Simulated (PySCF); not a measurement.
OS2, SMILES [S+](=S)[O-].

The structure is a stationary point at PBE0-D3(BJ)/def2-TZVP.

All values below come from PySCF with r2SCAN/def2-TZVPD.

Symmetry labels are those of the subgroup Cs that the program uses (full group Cs).

Q: List the valence orbital energies around the gap with their symmetry. (An estimate is asked for; the answer gives what the named calculation found.)

A: 
```
orbital  symmetry  energy (eV)
-------  --------  -----------
HOMO−7         A'       -21.51
HOMO−6         A'       -15.68
HOMO−5         A'       -11.97
HOMO−4         A"       -11.83
HOMO−3         A'       -11.66
HOMO−2         A"        -8.26
HOMO−1         A'        -7.82
HOMO           A'        -7.22
LUMO           A"        -4.79
LUMO+1         A'        -0.81
LUMO+2         A'        -0.22
LUMO+3         A'         0.85
```
